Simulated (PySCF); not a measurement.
Removing an electron from `CC(=O)CP([SiH3])C[SiH3]`

Compound: C4H13OPSi2.
Numbering: `[CH3:1][C:2](=[O:3])[CH2:4][P:5]([SiH3:6])[CH2:7][SiH3:8]` (hydrogens: H9, H10, H11 on C1; H12, H13 on C4; H14, H15, H16 on Si6; H17, H18 on C7; H19, H20, H21 on Si8)

Structure used (PBE0-D3(BJ)/def2-SVP), in Å, numbered top down from 1:
```xyz
21
C4H13OPSi2 angstrom
C     -3.632    0.513   -0.119
C     -2.238    0.413    0.432
O     -1.974    0.736    1.569
C     -1.164   -0.121   -0.485
P      0.495    0.682   -0.142
Si     0.760   -0.002    2.010
C      1.614   -0.565   -0.967
Si     3.395    0.053   -1.096
H     -3.931   -0.432   -0.598
H     -3.656    1.289   -0.902
H     -4.336    0.778    0.680
H     -1.107   -1.214   -0.320
H     -1.434    0.028   -1.543
H      0.011   -1.273    2.265
H      2.221   -0.317    2.145
H      0.425    1.046    3.010
H      1.255   -0.693   -2.004
H      1.580   -1.561   -0.491
H      3.918    0.490    0.232
H      3.452    1.211   -2.038
H      4.272   -1.040   -1.621
```

Level: B3LYP/def2-SVPD (PySCF). Frontier orbitals with their largest atomic shares (Löwdin; up to four atoms above 4 %):

```tsv
orbital	ε (eV)	main atoms
HOMO−3	-8.72	C7 29 %, Si8 18 %, P5 12 %, H21 11 %
HOMO−2	-8.43	P5 27 %, Si6 21 %, C7 11 %, C4 11 %
HOMO−1	-7.46	O3 53 %, C2 10 %, C4 10 %, C1 9 %
HOMO	-6.51	?
LUMO	-1.23	C2 38 %, O3 30 %, C4 7 %, C1 7 %
LUMO+1	-0.11	P5 16 %, C4 12 %, Si6 10 %, C1 9 %
LUMO+2	-0.03	Si8 17 %, P5 16 %, C7 12 %, Si6 10 %
```

**Question.** What vertical ionisation energy does ΔSCF give, and how far is −ε(HOMO) from it?

**Answer.** ΔSCF: 8.46 eV (816 kJ/mol; threshold wavelength 147 nm); ⟨S²⟩ of the doublet left behind is 0.754, against 0.75 for a pure doublet. −ε(HOMO) is 6.51 eV, 1.95 eV below it. For the exact functional −ε(HOMO) would equal the first vertical ionisation energy; B3LYP (global hybrid, 20 % exact exchange) falls short of its own ΔSCF value by 23 %.

**Question.** On which atoms does the HOMO lie?

**Answer.** P5 (three-coordinate phosphorus) 57 %, Si6 (SiH3 silicon) 11 %, C7 (sp3 carbon bound to silicon) 10 %, C4 (sp3 carbon bound to phosphorus) 9 %, so more than half of it is on one atom. The HOMO−1 lies 0.95 eV lower.

**Question.** And the vertical electron affinity, the fundamental gap, Mulliken's electronegativity and the hardness (with the factor ½)?

**Answer.** EA = -0.64 eV by ΔSCF (−ε(LUMO) = 1.23 eV); a negative value means that the added electron isn't bound at this geometry and level, and the number then depends on the basis. IE − EA = 9.10 eV against an orbital gap of 5.28 eV; (IE + EA)/2 = 3.91 eV; (IE − EA)/2 = 4.55 eV. Parr's electrophilicity index (IE + EA)²/[8(IE − EA)] is 0.84 eV.

**Question.** How many of the 10 lowest singlet excitations (vertical TDDFT, same level) lie below the ionisation energy?

**Answer.** All 10; they run from 4.31 to 6.63 eV.

**Question.** The lowest singlet excitation (vertical TDDFT, same level) lies at 4.31 eV. How far is it below IE − EA?

**Answer.** IE − EA = 9.10 eV, so by 4.79 eV.

**Question.** Shift the occupied levels rigidly so that −ε(HOMO) equals the ΔSCF value. What binding energies result?

**Answer.** The shift is +1.95 eV: HOMO 8.46, HOMO−1 9.41, HOMO−2 10.38, HOMO−3 10.67 eV. A rigid shift is only a rough guide to the deeper ionisations.

**Question.** What kinetic energy would electrons from this vertical process carry with He I light (21.218 eV)?

**Answer.** 21.22 − 8.46 = 12.76 eV.

One conformer (not necessarily the lowest) at the PBE0-D3(BJ)/def2-SVP geometry, without solvent, vibrations or thermal averaging.
